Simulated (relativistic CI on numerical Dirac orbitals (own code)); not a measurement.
**One change at a time: Ho2+**

Base calculation: Dirac-Coulomb-Breit CI, separate exchange-only KLI orbitals for each configuration, model QED (radiative potential, 1s self-energy scaled to tabulated hydrogen-like ionisation energies), valence Slater integrals scaled by 0.85, P86 correlation energy added to each configuration.

Configuration list (outside the closed core [Kr] 4d10 5s2): 4f¹¹5p⁶, 4f¹⁰5p⁶5d, 4f¹⁰5p⁶6s, 4f¹⁰5p⁶6p, 4f⁹5p⁶6s², 4f¹⁰5p⁶7s, 4f¹⁰5p⁶7p, 4f¹³5p⁴. Levels of other configurations are missing.

The lowest level and the first level of each name with at least 55 % of one term (blank where a level has no safe partner in the second run):

```tsv
Level	Base (cm⁻¹)	Shift (cm⁻¹)
4f¹⁰5p⁶5d ⁶I17/2	0.0	0.0
4f¹⁰5p⁶5d ⁶H15/2	201.4	-63.2
4f¹⁰5p⁶5d ⁶G13/2	1367.5	-88.4
4f¹⁰5p⁶5d ⁶K19/2	1594.5	+22.4
4f¹¹5p⁶ ⁴I°15/2	2897.8	+818.4
4f¹⁰5p⁶5d ⁶L21/2	3370.8	+58.2
4f¹⁰5p⁶6s ⁶I17/2	6809.9	-104.3
4f¹⁰5p⁶6s ⁴I15/2	8154.6	-120.6
4f¹¹5p⁶ ⁴I°13/2	8296.2	+1099.3
4f¹⁰5p⁶5d ⁶L19/2	9174.1	+267.2
4f¹⁰5p⁶5d ⁴I15/2	9784.7	+139.2
4f¹⁰5p⁶5d ⁶L15/2	11307.3	+292.4
4f¹¹5p⁶ ⁴I°11/2	11450.1	+1090.5
4f¹⁰5p⁶6s ⁶I15/2	12221.4	+120.0
4f¹⁰5p⁶5d ⁶L13/2	13300.5	+282.4
4f¹⁰5p⁶5d ⁴L17/2	13458.0	+342.3
4f¹¹5p⁶ ⁴I°9/2	13561.9	+963.9
4f¹⁰5p⁶5d ⁶H5/2	13678.4	+283.7
4f¹⁰5p⁶5d ⁶K9/2	13909.4	+318.5
4f¹⁰5p⁶5d ⁶L11/2	14948.1	+317.7
4f¹⁰5p⁶5d ⁶P7/2	15928.9	-224.7
4f¹⁰5p⁶5d ⁶G5/2	15981.3	+358.6
```

Correlation outside the listed configurations is missing or only estimated: errors of thousands of cm⁻¹ between configurations and terms are usual at this charge. Rates and lifetimes follow the computed energies and can be off by large factors. The fine structure of a lone outer electron comes out too small, for d and f at times inverted, and misplaced configurations move strength between like terms. 10 of the 34 excited levels that our extract of the measured tables holds in this range could be paired (the sources list more); they are missed by 4314 cm⁻¹ on average and 17857 at most, and levels without a partner can miss by more. Some levels of the ground configuration have no partner and can miss by 10 % or more. The computed lowest level isn't the tabulated ground level, which NIST ASD gives as 4f11 4I°15/2.

(1) One thing was changed in a second run, which moved the levels as shown. Which?
A. no correlation estimate
B. Breit term removed
C. configuration mixing switched off
D. Slater integrals left unscaled
E. QED terms removed

Answers

(1) B. Breit term removed. The Breit term mainly narrows fine-structure intervals, so removing it widens them.

LS names give the leading component of a level, which can be under half, so a name can repeat, a term be missing and a line seem to break the LS rules.
